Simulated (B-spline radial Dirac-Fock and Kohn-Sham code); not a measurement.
Cross section and asymmetry of the 5s subshell of Ir³⁺

System: Ir³⁺, configuration [Xe] 4f14 5d6. The computed 5s threshold is 143.9 eV; without correlation, outer thresholds are uncertain by 1 to 2 eV. With an open shell the threshold is an average over the terms of the final ion.

Input of the calculation (task.json; shells as n, l, electrons):

```json
{"items": [{
  "Z": 77,
  "q": 3,
  "cfg": [[1, 0, 2], [2, 0, 2], [2, 1, 6], [3, 0, 2], [3, 1, 6], [3, 2, 10], [4, 0, 2], [4, 1, 6], [4, 2, 10], [4, 3, 14], [5, 0, 2], [5, 1, 6], [5, 2, 6]],
  "A": 193,
  "rrms": 5.4032,
  "do": ["binding", "quiet", "photo", "scan"],
  "hv": [21.22, 37.2, 200, 204.0, 300, 349.0, 2430.0, 2984.4, 5414.7, 7680.0, 12600.0, 22162.9, 53100.0, 68200.0, 80000, 200000]
}]}
```

Command: `python xray_run.py task.json out`

Calculated with a B-spline atomic structure program, using independent-particle photoionisation in a Dirac-Hartree-Slater potential with a Latter tail, all multipoles, thresholds from Dirac-Fock ΔSCF. Interchannel coupling and autoionising resonances are not included, so magnitudes near threshold are approximate.

```tsv
kinetic energy (eV)	σ (Mb)	β
1.5	0.0712	0.84
1.9	0.0712	0.84
2.3	0.0712	0.85
2.9	0.0712	0.86
3.7	0.0712	0.88
4.6	0.0713	0.89
5.7	0.0713	0.91
7.2	0.0713	0.94
9.0	0.0713	0.97
11.2	0.0713	1.00
14.0	0.0713	1.05
17.5	0.0712	1.09
21.9	0.0706	1.14
27.4	0.0702	1.20
34.2	0.0696	1.26
42.8	0.0688	1.33
53.5	0.0675	1.40
66.9	0.0660	1.47
83.7	0.0633	1.53
104.7	0.0598	1.58
130.9	0.0553	1.63
163.6	0.0500	1.68
204.6	0.0442	1.72
255.8	0.0381	1.75
319.9	0.0321	1.78
400.0	0.0262	1.81
```

The cross section shows no minimum in this range. Its largest value, 0.0713 Mb, lies 14 eV above threshold. β ranges from 0.84 (at 1.5 eV) to 1.81.
